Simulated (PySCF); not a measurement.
C3H2O, SMILES C#CC=O.

Geometry: B3LYP-D3(BJ)/def2-SVP.

All values below come from SMD-ωB97X/def2-SVP in PySCF.

Solvation free energies are E(SMD) − E(gas) at the gas-phase geometry, for 1 M in both phases. In vacuum the dipole moment is 2.82 D.

Question: Rank water, ethanol, dichloromethane by solvation free energy, most negative first.

Answer: dichloromethane (-4.6 kcal/mol), ethanol (-3.4 kcal/mol), water (-2.4 kcal/mol)
